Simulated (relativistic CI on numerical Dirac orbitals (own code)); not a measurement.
**Pm53+: sensitivity of the levels to the model**

Base calculation: Dirac-Coulomb-Breit CI, KLI orbitals optimised for each configuration, QED by a radiative potential, unscaled Slater integrals.

Configuration list (outside the closed core 1s2): 2s²2p⁴, 2s2p⁵, 2p⁶, 2p⁵3s, 2p⁵3p, 2p⁵3d, 2s²2p³3s, 2s²2p³3p, 2s²2p³3d, 2s2p⁴3s, 2s2p⁴3p, 2s2p⁴3d, 2s²2p³4s, 2s²2p³4p, 2s²2p³4d, 2s²2p³4f, 2s2p⁴4s, 2s2p⁴4p, 2s²2p²3s², 2s2p⁴4d, 2s2p⁴4f, 2s²2p²3s3p, 2s²2p³5s, 2s²2p³5p, 2s²2p²3s3d, 2s²2p³5d, 2s²2p²3p², 2s²2p³5f, 2s²2p³5g, 2s²2p²3p3d, 2s2p³3s², 2s²2p²3d², 2s2p³3s3p, 2s2p³3s3d, 2s2p³3p², 2s2p⁴5s. Levels of other configurations are missing.

The lowest level and the first level of each name with at least 55 % of one term (blank where a level has no safe partner in the second run):

| Level | Base (eV) | Shift (eV) |
| --- | --- | --- |
| 2s²2p⁴ ³P2 | 0.00 | 0.00 |
| 2s²2p⁴ ¹S0 | 45.72 | -0.01 |
| 2s²2p⁴ ³P1 | 579.33 | +0.06 |
| 2s²2p⁴ ¹D2 | 597.29 | +0.06 |
| 2s2p⁵ ³P°2 | 887.50 | +0.17 |
| 2s2p⁵ ¹P°1 | 951.86 | +0.17 |
| 2s²2p⁴ ³P0 | 1193.58 | +0.13 |
| 2s2p⁵ ³P°0 | 1476.07 | +0.17 |
| 2s2p⁵ ³P°1 | 1510.45 | +0.17 |
| 2p⁶ ¹S0 | 1873.81 | +0.46 |
| 2s²2p³3p ³P0 | 6080.53 | -0.03 |
| 2s²2p³3d ³P°0 | 6144.62 | -0.17 |
| 2s²2p³3s ³S°1 | 6354.06 | +0.27 |
| 2s²2p³3s ³D°3 | 6367.68 | +0.38 |

At this charge energies of transitions that change n are usually good to better than 1 %, and those within a shell (Δn = 0) to a few per cent.

Problem. One thing was changed in a second run, which moved the levels as shown. Which?
A. one mean potential for all configurations
B. configuration mixing switched off
C. Breit term removed
D. non-relativistic limit
E. QED terms removed

Solution. A. One mean potential for all configurations. One potential for all configurations removes the relaxation of the orbitals, which moves whole configurations and changes the integrals a little.

LS names give the leading component of a level, which can be under half, so a name can repeat, a term be missing and a line seem to break the LS rules.
